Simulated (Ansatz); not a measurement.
Computed with Ansatz on PBE0-D4/def2-TZVP structures; ΔE is electronic, products minus reactants. CCSD(T)/CBS is the MP2 limit (def2-TZVPP, def2-QZVPP) plus CCSD(T) − MP2 in def2-TZVPP, frozen cores. This one scheme is used for every species. DFT in def2-TZVPP. B3LYP here is the variant with VWN-RPA as its local correlation; programs differ in this. HSE06 is defined as in plane-wave codes. Triplets are unrestricted, without spin–orbit coupling. For Ga outer-core shells are correlated without core-valence functions, which leaves a few kJ/mol of doubt a bond. Scalar relativity is left out up to krypton. Each species was taken in one conformer, which may not be the lowest.

Reaction (formal loss of a carbene): `C=[C](O)[GaH][CH3]` → `[CH2]` (triplet) + `C=[C](O)[GaH2]`

```csv
level,ΔE (kJ/mol),difference from CCSD(T)/CBS
LDA (SPW92),541.9,64.3
PBE-D4,479.3,1.7
revPBE-D4,464.0,-13.6
BLYP-D4,465.3,-12.3
r2SCAN-D4,451.6,-26.0
B97M-V,466.3,-11.3
PBE0-D4,471.0,-6.6
B3LYP-D4,466.1,-11.5
r2SCANh-D4,450.2,-27.4
r2SCAN0-D4,448.2,-29.4
HSE06-D4,471.5,-6.1
BHLYP-D4,454.7,-22.9
CAM-B3LYP-D4,469.9,-7.7
ωB97X-V,482.9,5.3
ωB97M-V,476.5,-1.1
PBE-QIDH,472.4,-5.2
revPBE,449.7,-27.9
BLYP,453.8,-23.8
r2SCAN,450.0,-27.6
PBE0,466.1,-11.5
r2SCANh,448.4,-29.2
r2SCAN0,446.3,-31.3
HSE06,466.9,-10.7
CAM-B3LYP,464.8,-12.8
LC-ωPBE,462.9,-14.7
RPA@PBE/def2-TZVPP,456.7,-20.9
HF/def2-SVP,328.0,-149.6
MP2/def2-SVP,463.2,-14.4
CCSD/def2-SVP,442.3,-35.3
HF/def2-TZVPP,323.5,-154.1
MP2/def2-TZVPP,482.4,4.8
SCS-MP2/def2-TZVPP,479.4,1.8
CCSD/def2-TZVPP,454.7,-22.9
CCSD(T)/def2-TZVPP,466.0,-11.6
HF/def2-QZVPP,322.3,-155.3
MP2/def2-QZVPP,488.6,11.0
SCS-MP2/def2-QZVPP,486.9,9.3
HF/CBS(def2),322.1,-155.5
MP2/CBS(def2),494.0,16.4
CCSD/CBS(def2),466.3,-11.3
CCSD(T)/CBS,477.6,0
```

(1) What do rigid-rotor, harmonic-oscillator terms from PBE0-D4/def2-TZVP frequencies (298.15 K, 1 bar) make of the CCSD(T)/CBS value? (Estimate.)

Largest T1 diagnostic among the species: 0.013.

## Answers

(1) Ansatz gave: ΔZPE = -30.4 kJ/mol, ΔH = +451.9 kJ/mol, ΔS = 140 J/(mol·K), ΔG = +410.3 kJ/mol. Open shells count their whole term as degenerate. Modes under 50 cm⁻¹ make the entropy rough.

In def2-TZVPP, CCSD(T) changes the Hartree–Fock value by +142.5 kJ/mol (the triples alone add +11.3 kJ/mol) and MP2 by +158.9 kJ/mol. From PBE to PBE0 (25 % exact exchange), in def2-TZVPP and without D4, ΔE moves by −7.5 kJ/mol.

CCSD(T)/CBS has its own doubt, a few kJ/mol and more with outer-core shells, so smaller differences from it don't rank the levels.
